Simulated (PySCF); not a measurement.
## Where the electron goes

Species: C8H8.
Geometry (GFN2-xTB, Å), atoms numbered from 1 in this order:
```
atom  x, y, z in Å
C1    -0.5711    0.4854   -1.3917
C2     0.1061   -0.6584   -1.5044
C3     0.1099   -1.3845   -0.2360
C4     0.6594   -0.6812    1.0416
C5     1.1595    0.6883    0.9416
C6     0.2217    1.4984    0.4481
C7    -1.0013    0.7124    0.0382
C8    -0.8021   -0.6497    0.7026
H9    -0.7002    1.2350   -2.1520
H10    0.5962   -1.0267   -2.3885
H11    0.1981   -2.4610   -0.2377
H12    1.0696   -1.3449    1.7885
H13    2.1568    0.9677    1.2326
H14    0.3259    2.5463    0.2297
H15   -1.9620    1.1994    0.1843
H16   -1.5739   -1.1175    1.2917
```

Computed with PySCF 2.14.0, density-fitted response routines, TDDFT wB97X-D/def2-SVPD, vertical, gas phase, core orbitals frozen in the response.

Frontier orbitals with the atoms that hold most of them (Löwdin shares over 4%, at most four atoms; ? is withheld):

```json
{"orbital": "HOMO-3", "ε (eV)": "-11.50", "atoms": "C2 12%, C5 12%, C7 12%, C4 11%"}
{"orbital": "HOMO-2", "ε (eV)": "-10.21", "atoms": "C8 29%, C4 17%, C3 17%, C7 6%"}
{"orbital": "HOMO-1", "ε (eV)": "-8.49", "atoms": "?"}
{"orbital": "HOMO", "ε (eV)": "?", "atoms": "C2 22%, C5 22%, C1 16%, C6 16%"}
{"orbital": "LUMO", "ε (eV)": "1.83", "atoms": "?"}
{"orbital": "LUMO+1", "ε (eV)": "2.57", "atoms": "C1 20%, C6 19%, C5 11%, C2 11%"}
{"orbital": "LUMO+2", "ε (eV)": "2.58", "atoms": "C8 10%, H16 9%, H15 9%, C6 7%"}
```

**Question.** Give the leading atoms of the HOMO-1.

**Answer.** C6 (bonded to 2 C and H) 15%; C1 (bonded to 2 C and H) 15%; C3 (bonded to 3 C and H) 15%; C4 (bonded to 3 C and H) 15%.

**Question.** Give the leading atoms of the LUMO.

**Answer.** C2 (bonded to 2 C and H) 17%; C5 (bonded to 2 C and H) 17%; C1 (bonded to 2 C and H) 14%; C6 (bonded to 2 C and H) 14%.

**Question.** What is the HOMO energy, and the HOMO–LUMO gap?

**Answer.** ε(HOMO) = -8.24 eV; the gap is 10.08 eV (0.3703 hartree).

**Question.** The HOMO–LUMO gap is 10.08 eV. Where does the response calculation put the lowest singlet, and from which orbitals?

**Answer.** S1 is at 5.75 eV (f = 0.033), 4.33 eV below the gap, made of HOMO→LUMO (94%). Without the coupling terms of the response equations the lowest excitation would equal the gap.

**Question.** One configuration dominates each of S1, S2 and S7. Which, and how do the shares of the two leading atoms of either orbital change from the occupied to the empty one?

**Answer.** 
- S1 (5.75 eV, f 0.033), HOMO→LUMO (94%): C2 22% → 17%, C5 22% → 17%
- S2 (5.88 eV, f 0.030), HOMO-1→LUMO (80%): C6 15% → 14%, C1 15% → 14%, C2 at most 15% → 17%, C5 at most 15% → 17%
- S7 (7.22 eV, f 0.016), HOMO-2→LUMO (96%): C8 29% → at most 15%, C4 17% → at most 15%, C2 at most 7% → 17%, C5 at most 7% → 17%

Löwdin shares depend on the basis, the more so with diffuse functions.

One conformer stands for the species.
